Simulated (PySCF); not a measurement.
CH10O2Si3, SMILES OC[Si@H](O)[SiH2][SiH3].

Coordinates come from a B3LYP-D3(BJ)/def2-SVP optimisation. The structure was generated by enumeration; whether it is a known compound was not checked. Other conformers were not sampled.

Two levels are set side by side: TDA-PBE/def2-SVPD (PySCF) and TDA-PBE0/def2-SVPD (PySCF). Vertical, same geometry. The lowest singlet is HOMO→LUMO 91 % with PBE and HOMO→LUMO 83 % with the other functional; states are paired by order. Differences are taken from unrounded values.

| quantity | TDA-PBE0 |
|---|---|
| lowest singlet excitation (eV) | 6.19 |
| lowest triplet excitation (TDA) (eV) | 5.54 |

What does TDA-PBE give, and how far is it from TDA-PBE0? (An estimate is asked for; the answer gives what the named calculation found.)


```csv
quantity,TDA-PBE,TDA-PBE minus TDA-PBE0
lowest singlet excitation (eV),5.51,-0.68
lowest triplet excitation (TDA) (eV),5.14,-0.40
```

Functionals without exact exchange tend to place singlet excitations lower, as here. Differences between two approximate levels are no errors against the true value.

Rough cost on one machine, each run with all the roots and properties that it gave: TDA-PBE0 against TDA-PBE about 2 times.
